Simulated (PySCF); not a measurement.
Species: C6H10F2O.
Atom-mapped SMILES: `[CH3:1][CH2:2][C:3]([F:4])([CH2:5][CH3:6])[C:7](=[O:8])[F:9]` (hydrogens: H10, H11, H12 on C1; H13, H14 on C2; H15, H16 on C5; H17, H18, H19 on C6)

Computed with PySCF at CAM-B3LYP/def2-SVPD, non-relativistic, on one gas-phase PBE0-D3(BJ)/def2-SVP geometry that isn't relaxed in the solvent. The solvent is an IEF-PCM continuum (van der Waals radii × 1.2), and excitations are vertical TDDFT with non-equilibrium linear response and a frozen core. Specific hydrogen bonds and non-electrostatic terms are outside this model.

Gas-phase singlets (H = HOMO, L = LUMO):

| state | E (eV) | λ (nm) | f | leading configuration |
| --- | --- | --- | --- | --- |
| S1 | 5.968 | 208 | 0.004 | H→L 88% |
| S2 | 8.061 | 154 | 0.041 | H-1→L 96% |
| S3 | 8.250 | 150 | 0.010 | H-3→L 45% |
| S4 | 8.721 | 142 | 0.017 | H→L+1 50% |
| S5 | 8.798 | 141 | 0.002 | H-2→L 70% |

Problem. Give the list for chloroform (ε = 4.711), n² = 2.09.

Solution. 
| state | E (eV) | λ (nm) | f | leading configuration | change by rank (eV) |
| --- | --- | --- | --- | --- | --- |
| S1 | 6.033 | 206 | 0.005 | H→L 83% | +0.065 |
| S2 | 7.844 | 158 | 0.053 | H-1→L 96% | -0.217 |
| S3 | 8.140 | 152 | 0.013 | H-4→L 37% | -0.110 |
| S4 | 8.466 | 146 | 0.003 | H-2→L 97% | -0.255 |
| S5 | 8.798 | 141 | 0.008 | H-3→L 60% | 0.000 |

Problem. The ground-state energy changes by -0.152 eV from gas to chloroform. By how much does the total energy of gas-phase S1 change?

Solution. E(S1) = E(S0) + excitation energy, so it changes by -0.152 + 0.065 = -0.087 eV: it is lowered less than the ground state, which is what a blue shift means. This is the vertical state, with the slow part of the continuum still set for S0.

Problem. How do the frontier levels move from gas to chloroform?

Solution. 
```json
{"orbital": "LUMO+2", "gas (eV)": "1.74", "solvent (eV)": "1.94", "change (eV)": "+0.20", "Löwdin shares, gas": "C1 16 %, C6 14 %, H19 9 %, H10 9 %", "Löwdin shares, solvent": "C1 10 %, H15 10 %, C6 9 %, C5 9 %"}
{"orbital": "LUMO+1", "gas (eV)": "1.15", "solvent (eV)": "1.27", "change (eV)": "+0.12", "Löwdin shares, gas": "C1 10 %, C2 10 %, C5 10 %, C6 10 %", "Löwdin shares, solvent": "O8 10 %, C1 10 %, C6 10 %, C7 9 %"}
{"orbital": "LUMO", "gas (eV)": "0.40", "solvent (eV)": "0.36", "change (eV)": "-0.04", "Löwdin shares, gas": "C7 39 %, O8 30 %, F9 12 %, C3 5 %", "Löwdin shares, solvent": "C7 40 %, O8 30 %, F9 12 %, C3 5 %"}
{"orbital": "HOMO", "gas (eV)": "-10.49", "solvent (eV)": "-10.52", "change (eV)": "-0.03", "Löwdin shares, gas": "O8 46 %, C7 11 %, C3 11 %, F4 10 %", "Löwdin shares, solvent": "O8 39 %, C3 12 %, C7 11 %, F4 11 %"}
{"orbital": "HOMO-1", "gas (eV)": "-11.05", "solvent (eV)": "-10.87", "change (eV)": "+0.18", "Löwdin shares, gas": "C3 20 %, F4 15 %, C5 14 %, C2 13 %", "Löwdin shares, solvent": "C3 20 %, C5 14 %, C2 13 %, F4 13 %"}
{"orbital": "HOMO-2", "gas (eV)": "-11.48", "solvent (eV)": "-11.21", "change (eV)": "+0.27", "Löwdin shares, gas": "C6 14 %, C5 14 %, C1 13 %, C2 12 %", "Löwdin shares, solvent": "C6 14 %, C5 14 %, C1 13 %, C2 13 %"}
{"orbital": "HOMO-3", "gas (eV)": "-11.76", "solvent (eV)": "-11.53", "change (eV)": "+0.23", "Löwdin shares, gas": "C1 12 %, C2 12 %, C6 11 %, C5 10 %", "Löwdin shares, solvent": "C1 13 %, C6 13 %, C2 12 %, C5 11 %"}
```

The HOMO–LUMO gap goes from 10.89 to 10.89 eV. Rows go by rank; for LUMO+1 and LUMO+2 the atom shares or the degeneracy differ between the runs, so the row needn't follow one orbital.

The values belong to the conformer `[CH3:1][CH2:2][C:3]([F:4])([CH2:5][CH3:6])[C:7](=[O:8])[F:9]`: C1–C2–C3–F4 -56°, C2–C3–C5–C6 176°, C2–C3–C7–O8 64°.
